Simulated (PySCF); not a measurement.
[PySCF 2.14.0 with density-fitted response routines: geometry from GFN2-xTB; PBE0/pcSseg-1 with gauge-including orbitals; fast rotation and ring inversion assumed for equivalent nuclei; no relativistic terms; one computed conformer; in vacuum]

References, each an isolated molecule treated in the same way: $^{1}$H and $^{13}$C against TMS. Shifts are as computed. Against solution values, carbons near 30 ppm lie about +3 ppm off and those near 130 ppm about +5 ppm. Of 1211 compounds with measured shifts, 218 miss one by over three times the rms of a fit or turn the order of signals round; such compounds aren't used in these exercises.

Problem. Order these molecules by the shift of their most deshielded carbon-bound hydrogen, lowest δ first.
A. C[SiH2]CC(=O)O[SiH2][SiH3]
B. C=Cc1ncnn1[SiH](C)C
C. C[Si](C)(C)c1cncnn1
D. Cc1pcpc(N(C)C)p1

Solution. A (2.03 ppm, hydrogen on an sp3 CH2 bonded to Si, α to a carbonyl), B (7.99 ppm, hydrogen on an aromatic CH between two ring heteroatoms), C (9.93 ppm, hydrogen on an aromatic CH between two ring heteroatoms), D (10.74 ppm, hydrogen on an aromatic CH).

Problem. Order these molecules by the shift of their most shielded carbon, lowest δ first.
A. Cc1pcpc(N(C)C)p1
B. C=Cc1cnnn1[SiH](C)C
C. C[SiH2]CC(=O)O[SiH2][SiH3]

Solution. C (-7.1 ppm, methyl carbon bonded to Si), B (-1.5 ppm, methyl carbon bonded to Si), A (32.3 ppm, methyl carbon on an aromatic ring).

Problem. How many $^{13}$C and $^{1}$H signals does each give (equivalence by symmetry and fast rotation, but not about amide C–N or C=N bonds)? `Cc1pcpc(N(C)C)p1`, `C[Si](C)(C)c1cncnn1`, `C[SiH2]CC(=O)O[SiH2][SiH3]`, `C=Cc1cnnn1[SiH](C)C`, `C=Cc1ncnn1[SiH](C)C`

Solution. Cc1pcpc(N(C)C)p1: 5 C, 3 H; C[Si](C)(C)c1cncnn1: 4 C, 3 H; C[SiH2]CC(=O)O[SiH2][SiH3]: 3 C, 5 H; C=Cc1cnnn1[SiH](C)C: 5 C, 6 H; C=Cc1ncnn1[SiH](C)C: 5 C, 6 H.
